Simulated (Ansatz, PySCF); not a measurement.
Pair of molecules: ethylamine (SMILES CCN) (first 10 atoms) with HF (SMILES F); geometry from B3LYP-D3(BJ)/def2-TZVP, rigid monomers moved along the line of their centres of mass till N3···H12 is 2.86 Å.
(charge 0, multiplicity 1):
```xyz
12

C      1.2488     0.4907     0.0162
C     -0.2581     0.3102    -0.0588
N     -0.6906    -0.7789     0.8387
H      1.5661     1.3184    -0.6192
H      1.5586     0.6969     1.0408
H      1.7683    -0.4086    -0.3250
H     -0.5677     0.1293    -1.0943
H     -0.7585     1.2201     0.2771
H     -1.6941    -0.9165     0.7888
H     -0.2540    -1.6555     0.5716
F     -0.0192    -0.0530     4.5132
H     -0.3041    -0.3820     3.6416
```

Interaction energies are E(AB) − E(A) − E(B) at the monomers' geometry in the complex; basis-set methods are counterpoise corrected.

Cores are frozen in the correlated methods.

Run with Ansatz (Gaussian basis) for Hartree–Fock, density functionals and correlated methods; PySCF for the dispersion terms. 

PBE/def2-TZVPPD gives -227.7 meV for the interaction energy.

Question: Predict the shift from PBE, with its sign, for: PBE-D3(BJ)/def2-TZVPPD, r2SCAN/def2-TZVPPD, PBE0/def2-TZVPPD, wB97M-V/def2-TZVPPD, MP2/aug-cc-pVDZ, CCSD(T)/aug-cc-pVDZ.

Answer: PBE-D3(BJ)/def2-TZVPPD -15.2; r2SCAN/def2-TZVPPD 5.0; PBE0/def2-TZVPPD 7.1; wB97M-V/def2-TZVPPD 2.2; MP2/aug-cc-pVDZ 6.2; CCSD(T)/aug-cc-pVDZ 8.9 meV. 5 of 6 lie above PBE; the widest gap is to PBE-D3(BJ)/def2-TZVPPD.

Ansatz is a quantum-chemistry and plane-wave program.
